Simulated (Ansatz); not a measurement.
Job for Ansatz (a quantum-chemistry and plane-wave program): R-SVWN5/def2-TZVPPD on CH2IN (a complex). Elements past Kr take the def2 small-core potentials; no spin–orbit coupling. Files ending in .json are basis or fitting sets from the Basis Set Exchange.

Ansatz 0.2 input:
```yaml
crystal:
  periodic: [false, false, false]
  atoms:
    - {symbol: C, position_ang: [1.10801620, -0.16739859, 1.03910764]}
    - {symbol: N, position_ang: [0.22939679, 0.01627081, 1.74955533]}
    - {symbol: H, position_ang: [1.92702125, -0.33863846, 0.37684495]}
    - {symbol: I, position_ang: [-2.73197155, 0.65438593, 4.15576346]}
    - {symbol: H, position_ang: [-1.49230856, 0.38456790, 3.14628046]}
basis:
  gaussian:
    orbitals: def2-TZVPPD.json
hamiltonian:
  xc: {name: SVWN5}
scf: {lower_state_search: off}
```

The log:

```
WARN ansatz: RAYON_NUM_THREADS=1 ignored (pool sized by the plan → 1); use --threads N
Functional definition: SVWN5
these checks for a lower state are left out or cut short: stability, starts, cluster_reference, orbital_swaps, neighbouring_geometries, increment
integrals: 0.06 GiB planned
885 factors; their error is unknown
mean field: 0.49 GiB planned
mean field evaluation 1: about -10622.3964 eV, gradient 4.8e1 eV
mean field evaluation 2: about -10605.1162 eV, gradient 9.5e1 eV
mean field evaluation 4: about -10627.2307 eV, gradient 4.5e0 eV
mean field evaluation 8: about -10627.2814 eV, gradient 1.4e-1 eV
mean field evaluation 16: about -10627.2639 eV, gradient 1.1e-4 eV
mean field -10627.26388981 eV, -390.5447445324 hartree, gradient 2.9e-6 eV, S^2 0.000000; 0 other end points of the search recorded, 0 dependent functions left out
reference -10627.26393235 eV, -390.5447460957 hartree; 20, 20 occupied and 147, 147 virtual orbitals, 885 factors
Total energy: -10627.26393235 eV, -390.5447460957 hartree
Checks for a lower state left out: stability, starts, cluster_reference, orbital_swaps, neighbouring_geometries, increment
```

The calculation finished and met its thresholds.

Cost: very roughly 1.0 core-seconds.
